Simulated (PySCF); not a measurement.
Gas-phase reaction: Ga2O + 5 H2O ⇌ 2 Ga(OH)3 + 4 H, at 500 K and a standard pressure of 1 bar. Level: PBE0/def2-SVP†.

Energies from PySCF, thermal terms from the rigid-rotor harmonic-oscillator model, ideal gas at 1 bar. † marks an energy on the PBE0/def2-TZVP geometry and frequencies. Open shells (unrestricted): H (multiplicity 2); the rest are closed-shell singlets. Ga: all electrons, no relativistic terms. Ga(OH)3: computed as isolated molecules; such fragments, hydroxides, amides, oligomers or adducts are transient or little studied in the gas. The harmonic model lacks anharmonicity and excited electronic states, which grow with temperature; levels with a mode under 35 cm⁻¹ are left out. Soft modes under 120 cm⁻¹ make the harmonic entropy rough for Ga2O.

```json
[
 {"species": "Ga2O", "E (Ha)": "-3923.87084", "H(500 K) − E (kJ/mol)": "33.3", "S°(500 K) (J/mol/K)": "316.6"},
 {"species": "H2O", "E (Ha)": "-76.27625", "H(500 K) − E (kJ/mol)": "73.2", "S°(500 K) (J/mol/K)": "206.3"},
 {"species": "Ga(OH)3", "E (Ha)": "-2151.49842", "H(500 K) − E (kJ/mol)": "147.6", "S°(500 K) (J/mol/K)": "370.5"},
 {"species": "H", "E (Ha)": "-0.50034", "H(500 K) − E (kJ/mol)": "10.4", "S°(500 K) (J/mol/K)": "125.5"}
]
```
E: electronic energy; H − E holds the zero-point and thermal terms. 1 Ha = 2625.5 kJ/mol.

### Question
Work out ΔH°, ΔS°, ΔG° and log10 K from these numbers.

### Answer
1. ΔE = 2×(-2151.49842) + 4×(-0.50034) − 1×(-3923.87084) − 5×(-76.27625) = 0.25389 Ha = 666.6 kJ.
2. Δ(H − E) = 2×(147.6) + 4×(10.4) − 1×(33.3) − 5×(73.2) = -62.5 kJ, so ΔH° = 604.1 kJ.
3. ΔS° = 2×(370.5) + 4×(125.5) − 1×(316.6) − 5×(206.3) = -105.1 J/K; the number of gas molecules stays the same.
4. ΔG° = ΔH° − TΔS° = 604.1 − 500×(-105.1)/1000 = 656.6 kJ.
5. log10 K = −ΔG°/(RT ln 10) = -68.61, with RT ln 10 = 9.57 kJ/mol; at standard pressures the reactants are favoured.
6. A shift of 10 kJ in ΔE would move log10 K by 1.04 here.
For scale, ΔH°(298 K) is 590 kJ at this level, 666 kJ at ωB97M-V/def2-TZVP†, and runs from 440 to 789 kJ over the 19 levels computed.
